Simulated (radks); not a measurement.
The numbers below are computed, except where a source is named.
Ni III, configuration [Ar] 3d8.

Code: a radial shooting solver on a logarithmic mesh with Libxc functionals. Model: Dirac Kohn-Sham, RPBE, spin-unpolarised, spherical densities, point nucleus; open shells fill j = l - 1/2 first.

Energy parts (Ry):
total: -3039.63745
kinetic: 3088.87600
electron-nucleus: -7265.31393
Hartree: 1262.97976
exchange-correlation: -126.17928

Orbitals (lengths in bohr, moments of r in powers of bohr; r(max) is where P^2 peaks; r(90%) holds 90 % of the orbital's charge):
orbital  occ.  eigenvalue (Ry)   r(max)  r(90%)
1s1/2       2        -604.9619  0.03539  0.0966
2s1/2       2        -73.56753   0.2046   0.379
2p1/2       2        -64.33296   0.1630   0.349
2p3/2       4        -63.04789   0.1657   0.354
3s1/2       2         -9.60803   0.6400    1.11
3p1/2       2         -6.79747   0.6428    1.19
3p3/2       4         -6.63609   0.6505    1.21
3d3/2       4         -2.08542   0.6302    1.67
3d5/2       4         -2.06741   0.6330    1.69

The highest occupied level is 3d5/2 at -28.129 eV. For comparison, the ionisation energy in NIST's Atomic Spectra Database is 35.19 eV (measured). In exact Kohn-Sham theory the highest level is minus the ionisation energy, but local and semilocal functionals leave it too shallow, through self-interaction and a potential that decays too fast; potentials with the right tail come closer.

Beside tabulated values, note that spin-unpolarised runs miss the spin-polarisation part of the exchange energy of open shells.
